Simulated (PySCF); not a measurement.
Gas-phase reaction: ZnBr2 + H2 → Zn + 2 HBr

Energies from PySCF, thermal terms from the rigid-rotor harmonic-oscillator model, ideal gas at 1 bar. † marks an energy on the PBE0/def2-TZVP geometry and frequencies; other levels use their own. MP2 and CCSD(T) freeze the core. 6-31G* has spherical d functions here. All species are closed-shell singlets. Br, Zn: all electrons, no relativistic terms. MP2 isn't extrapolated to the basis-set limit. CCSD(T) isn't extrapolated to the basis-set limit.

| level | ΔH°(298 K), kJ |
|---|---|
| BLYP/def2-TZVP† | … |
| CCSD(T)/def2-SVP† | … |
| CCSD(T)/def2-TZVPP† | 230 |
| HF/6-31G* | 304 |
| MP2/def2-SVP† | … |
| MP2/def2-TZVPP† | … |
| ωB97M-V/def2-TZVP† | 248 |
| ωB97X-V/def2-TZVP† | 262 |

Q: Complete the blanks.

A: 
- BLYP/def2-TZVP†, ΔH°(298 K), kJ: 197
- CCSD(T)/def2-SVP†, ΔH°(298 K), kJ: 239
- MP2/def2-SVP†, ΔH°(298 K), kJ: 277
- MP2/def2-TZVPP†, ΔH°(298 K), kJ: 253
